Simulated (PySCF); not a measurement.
SMILES [SiH](C)(C)[Si](Cl)(Cl)Cl, singlet, PBE0/def2-SVP optimised geometry.

```
14

Si     0.52     0.73     0.00
Cl    -0.11    -0.12    -1.78
Cl     2.58     0.73     0.00
Cl    -0.12     2.70     0.00
Si    -0.36    -0.48     1.80
C      0.30    -2.23     1.69
C     -2.23    -0.39     1.68
H      0.13     0.20     3.04
H      0.00    -2.70     0.74
H     -0.08    -2.84     2.51
H      1.40    -2.24     1.74
H     -2.58    -0.83     0.73
H     -2.58     0.65     1.73
H     -2.70    -0.95     2.51
```

Density from PBE0/def2-TZVP (PySCF 2.14.0) at that geometry.

Minimum of the electron density along straight lines between bonded atoms, close to the bond critical point (lines longer than 1.1 times the sum of covalent radii, or with two minima, are not listed):

| bond | length / Å | ρ at the minimum / e bohr⁻³ | ∇²ρ there / e bohr⁻⁵ | position (fraction from the first atom) |
|---|---|---|---|---|
| Si1–Cl2 | 2.071 | 0.098 | 0.20 | 0.36 |
| Si1–Cl3 | 2.066 | 0.099 | 0.21 | 0.36 |
| Si1–Cl4 | 2.066 | 0.099 | 0.21 | 0.36 |
| Si1–Si5 | 2.338 | 0.094 | -0.11 | 0.64 |
| Si5–C6 | 1.879 | 0.120 | 0.18 | 0.39 |
| Si5–C7 | 1.879 | 0.120 | 0.18 | 0.39 |
| Si5–H8 | 1.497 | 0.118 | 0.15 | 0.49 |
| C6–H9 | 1.101 | 0.267 | -0.87 | 0.64 |
| C6–H10 | 1.101 | 0.266 | -0.87 | 0.64 |
| C6–H11 | 1.101 | 0.267 | -0.88 | 0.64 |
| C7–H12 | 1.101 | 0.267 | -0.87 | 0.64 |
| C7–H13 | 1.101 | 0.267 | -0.88 | 0.64 |
| C7–H14 | 1.101 | 0.266 | -0.87 | 0.64 |
